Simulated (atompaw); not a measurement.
**Before and after: PAW (atompaw) potential for oxygen**

atompaw 4.2.0.5 input, output lines left out:

```
O 8
GGA-PBE scalarrelativistic loggrid 1500 logderivrange -4 5 226
2 2 0 0 0 0
2 1 4
0 0 0
c
v
v
2
1.20 0.85 0.95 0.65
y
0.85
n
y
0.5
n
y
0.15
y
2.4
n
custom polynom gramschmidtortho sinc
bessel
1.20
1.20
1.20
1.20
1.20
1.20
```

Change: wave 2p (bound): rc 1.20 bohr becomes 2p (bound): rc 0.66 bohr.

Cutoffs: the cutoffs (Ry, on a coarse ladder) from which the occupation-weighted sum of valence levels, in a spherical-Bessel basis at the reference potential, stays within 10 and 1 mRy of its value at 400 Ry; they do not see the model core or the augmentation charge, which bear on the density cutoff.

Task: What does the change do?

Result: The potential gets harder (45 Ry and 80 Ry → 120 Ry and 160 Ry); neither file shows a bound ghost.

| quantity | base | changed |
| --- | --- | --- |
| cutoff, loose | 45 Ry | 120 Ry |
| cutoff, tight | 80 Ry | 160 Ry |
| loose cutoff by channel (10 mRy a level) | s 15 Ry, p 40 Ry | s 15 Ry, p 100 Ry |
| bound ghosts | none | none |
| s: phases at 1.21 bohr within 0.05 rad from the reference energy up to (Ry; the scan ends near 5) | to the end of the scan | to the end of the scan |
| p: phases at 1.21 bohr within 0.05 rad from the reference energy up to (Ry; the scan ends near 5) | to the end of the scan | to the end of the scan |
| d: phases at 1.21 bohr within 0.05 rad from the reference energy up to (Ry; the scan ends near 5) | to the end of the scan | to the end of the scan |
| lowest overlap eigenvalue by channel | s 0.48, p 0.96, d 0.99 | s 0.48, p 0.14, d 0.99 |

 The cutoffs see the waves, projectors and local potential, not the compensation charge or the core.
